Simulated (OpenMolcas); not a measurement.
# C3H11AlO (SMILES C[Al-](C)(C)[OH2+]): the energy, rung by rung

The species is C3H11AlO (16 atoms), meant as a singlet with charge 0. SMILES: `C[Al-](C)(C)[OH2+]`. The shape is that of a PBE0-D4/def2-TZVP optimisation. This is one conformer, not always the lowest.

```xyz
16

C    -0.6380    0.7231   -1.7127
Al    0.0856   -0.1405   -0.0856
C     1.6989    0.6544    0.7405
C    -0.2107   -2.0711    0.1425
O    -1.2682    0.6786    1.2276
H    -0.5857    1.8181   -1.6867
H    -0.0691    0.4146   -2.5973
H    -1.6792    0.4456   -1.9177
H     1.8436    0.3439    1.7826
H     1.7073    1.7506    0.7170
H     2.6015    0.3341    0.2076
H    -0.0166   -2.4052    1.1672
H     0.4541   -2.6517   -0.5073
H    -1.2337   -2.3694   -0.1102
H    -0.8088    1.2219    1.8776
H    -1.8809    1.2530    0.7549
```

Quantity: the energy change with the Al2–O5 bond stretched from 2.056 to 2.365 Å, in eV. The values are calculated.

| level | kind | program | value (eV) | less CCSD(T)/6-31G* |
| --- | --- | --- | --- | --- |
| HF/6-31G* (spherical functions) (unrestricted) | Hartree–Fock | OpenMolcas | 0.09 | -0.02 |
| SVWN5/6-31G* (spherical functions) (restricted) | LDA | OpenMolcas | 0.22 | +0.11 |
| BLYP/6-31G* (spherical functions) (restricted) | GGA | OpenMolcas | 0.06 | -0.05 |
| r2SCAN/6-31G* (spherical functions) (restricted) | meta-GGA | OpenMolcas | 0.14 | +0.03 |
| BHLYP/6-31G* (spherical functions) (restricted) | global hybrid | OpenMolcas | 0.14 | +0.03 |
| B2PLYP/6-31G* (spherical functions) (restricted) | double hybrid | OpenMolcas | 0.11 | 0.00 |
| MP2/6-31G* (spherical functions) (restricted) | perturbation theory | OpenMolcas | 0.11 | 0.00 |
| CCSD(T)/6-31G* (Cholesky decomposition, spherical functions) (restricted) | coupled cluster or CI | OpenMolcas | 0.11 | 0.00 |

Differences are taken from CCSD(T)/6-31G* (Cholesky decomposition, spherical functions) (restricted) for orientation; it has basis-set and higher-order errors of its own. The first shape isn't each level's own minimum. The values span 0.06 to 0.22 eV.
